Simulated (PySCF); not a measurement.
C₂H₆Be, SMILES [CH3][Be][CH3].

The structure is a stationary point at r2SCAN-D4/def2-TZVP. The isomer is the one that the SMILES or the coordinates give; other isomers of the formula were not compared.

The numbers are results of r2SCAN-D4/def2-TZVP (PySCF 2.14.0), not measurements.

No scaling factor is applied to the harmonic values.

Modes within 1.5 cm⁻¹ of each other (mostly degenerate sets) share a row, with their intensities summed.

Task: List the normal modes with their intensities. (Estimate from the structure and the level; the computed values follow.)

Result: 
```tsv
mode	ν (cm⁻¹)	IR (km/mol)	Raman (Å⁴/amu)	depolarisation	moving atoms (share of kinetic energy)
1	5	0.0	0.0	–	H 100 %
2–3	200	10.0	0.0	–	Be 50 %, H 45 %
4–5	547	0.0	7.4	0.75	H 83 %, C 17 %
6	552	0.0	15.4	0.09	C 76 %, H 24 %
7–8	742	233.0	0.0	–	H 53 %, Be 26 %, C 21 %
9	1108	52.4	0.0	–	Be 60 %, H 36 %
10	1221	0.0	6.7	0.00	H 79 %, C 21 %
11	1252	180.0	0.0	–	H 51 %, C 32 %, Be 17 %
12–13	1438	0.0	12.5	0.75	H 95 %
14–15	1441	2.9	0.0	–	H 96 %
16–17	3010	5.4	321.5	–	H 97 %
18–21	3083	54.8	342.5	–	H 91 %, C 9 %
```
